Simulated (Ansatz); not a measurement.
Compare A (`OC1=N[SiH2]S1`) with its isomer B (`N=C1S[SiH]1O`).

Program: Ansatz. Geometries: PBE0-D4/def2-TZVP. ΔE: electronic, gas phase. CCSD(T)/CBS is the MP2 limit (def2-TZVPP, def2-QZVPP) plus CCSD(T) − MP2 in def2-TZVPP, frozen cores. Functionals use def2-TZVPP. B3LYP here is the variant with VWN-RPA as its local correlation; programs differ in this. Each species was taken in one conformer, which may not be the lowest.

(1) Which isomer does CCSD(T)/CBS put lower? Give the gap. (Estimate.)

(2) Give E(B) − E(A) in kcal/mol with B3LYP-D4, BLYP-D4, r2SCAN-D4, ωB97M-V, B2PLYP, MP2/def2-TZVPP, CCSD/def2-TZVPP. (Estimate.)

(3) Does the order hold for the free energy at 298.15 K (harmonic terms from PBE0-D4)? (An estimate is asked.)

Largest T1 diagnostic: 0.015.

Answers

(1) Computed: B, by 4.8 kcal/mol.

(2) The calculation gave: B3LYP-D4 -5.5, BLYP-D4 -7.4, r2SCAN-D4 -5.0, ωB97M-V -2.9, B2PLYP -5.1, MP2/def2-TZVPP -3.9, CCSD/def2-TZVPP -3.5. None reverses the order clearly.

(3) Ansatz gave: Yes: G(B) − G(A) = -5.0 kcal/mol, for one conformer each.

In def2-TZVPP, CCSD(T) changes the Hartree–Fock value by −4.2 kcal/mol (the triples alone add −0.5 kcal/mol) and MP2 by −4.2 kcal/mol. From PBE to PBE0 (25 % exact exchange), in def2-TZVPP and without D4, E(B) − E(A) moves by +2.2 kcal/mol.
